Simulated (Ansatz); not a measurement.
Consider the atomization: `CC(Cl)[CH2][AlH2]` → Al• + 3 C• + Cl• + 8 H•.

Isolated molecules relaxed with PBE0-D4/def2-TZVP in Ansatz; ΔE leaves out vibrations. CCSD(T)/CBS adds triple-zeta CCSD(T) − MP2 to the extrapolated MP2 energy (def2 sets, frozen cores). This one scheme is used for every species, atoms too. For atomizations the MP2-based limit and the directly extrapolated one differ by several kJ/mol either way, and by 10 to 25 for some Ge, Se and Sn compounds, so smaller differences from it don't rank the levels. DFT in def2-TZVPP. B3LYP here is the variant with VWN-RPA as its local correlation; programs differ in this. No spin–orbit coupling; open shells (•) take unrestricted orbitals. Spin–orbit coupling would lower the free atoms: a little for Al, C, Cl. Each species was taken in one conformer, which may not be the lowest.

`CC(Cl)[CH2][AlH2]`:

Z-matrix (Å, degrees):
```
C
C 1 1.512
H 1 1.090 2 111.4
H 1 1.096 2 109.7 3 119.5
H 1 1.092 2 110.5 3 -120.6
Cl 2 1.820 1 108.2 3 54.4
C 2 1.507 1 113.4 3 177.6
H 2 1.091 1 110.0 3 -57.7
Al 7 1.966 2 115.6 1 63.7
H 7 1.098 2 110.2 1 -175.1
H 7 1.097 2 110.0 1 -59.7
H 9 1.590 7 120.5 2 13.1
H 9 1.587 7 119.1 2 -168.3
```

```
             level  ΔE (kJ/mol)  difference from CCSD(T)/CBS
         revPBE-D4       4518.6                        -34.0
           BLYP-D4       4508.5                        -44.1
            B97M-V       4587.8                         35.2
           PBE0-D4       4564.2                         11.6
          B3LYP-D4       4541.3                        -11.3
        r2SCAN0-D4       4523.3                        -29.3
              BLYP       4445.9                       -106.7
  CCSD(T)/def2-SVP       4349.2                       -203.4
     HF/def2-QZVPP       3428.0                      -1124.6
SCS-MP2/def2-QZVPP       4548.3                         -4.3
       CCSD(T)/CBS       4552.6                            0
```

Largest T1 diagnostic among the species: 0.018.

From PBE to PBE0 (25 % exact exchange), in def2-TZVPP and without D4, ΔE moves by −38.8 kJ/mol: exact exchange takes away binding that semilocal exchange gives to molecules. Leaving LDA and LC-ωPBE aside and taking each functional with its dispersion term where it has one, the values, not all of them listed here, spread over 155.7 kJ/mol, from BHLYP-D4 to PBE-D4. LDA lies +561.5 kJ/mol from PBE without D4, its usual overbinding.
